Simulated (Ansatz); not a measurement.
`BC(=C)C`. Total charge 0; spin multiplicity 1.

Z-matrix (Å, degrees):
```
C
C 1 1.501
H 1 1.094 2 110.7
H 1 1.094 2 110.8 3 -117.6
H 1 1.093 2 112.3 3 121.1
C 2 1.342 1 121.2 3 -120.4
B 2 1.541 1 121.4 3 59.8
H 6 1.089 2 122.5 1 -0.1
H 6 1.085 2 120.8 1 179.9
H 7 1.199 2 121.4 1 0.4
H 7 1.197 2 119.3 1 -179.7
```

**Question.** What are the harmonic wavenumbers in cm⁻¹ at PBE0-D4/def2-TZVP (Ansatz, finite differences of forces, unscaled)? (Best estimate.)

**Answer.** The calculation gave: 136, 172, 330, 402, 417, 695, 813, 867, 1003, 1008, 1015, 1035, 1066, 1215, 1339, 1403, 1435, 1471, 1485, 1667, 2572, 2651, 3041, 3104, 3121, 3126, 3224.

**Question.** Is this a minimum?

**Answer.** Yes, all 27 modes are real.

**Question.** Give the ideal-gas thermochemistry at 298.15 K and 1 bar (rigid rotor, harmonic oscillator; point group Cs, symmetry number 1).

**Answer.** Zero-point energy 238.1 kJ/mol; H(298) − E = 255.2 kJ/mol; entropy 300.0 J/(mol·K), of which translation 158.6, rotation 101.3, vibration 40.2; G(298) − E = 165.8 kJ/mol.

**Question.** And at 400, 500, 600, 800 and 1000 K?

**Answer.** 
```csv
T (K),H − E (kJ/mol),S (J/mol/K),G − E (kJ/mol)
400,265.2,328.6,133.7
500,277.0,354.9,99.5
600,290.6,379.6,62.8
800,322.0,424.6,-17.7
1000,357.8,464.5,-106.7
```

**Question.** Rotational constants (cm⁻¹)?

**Answer.** 0.336, 0.2801, 0.1572.
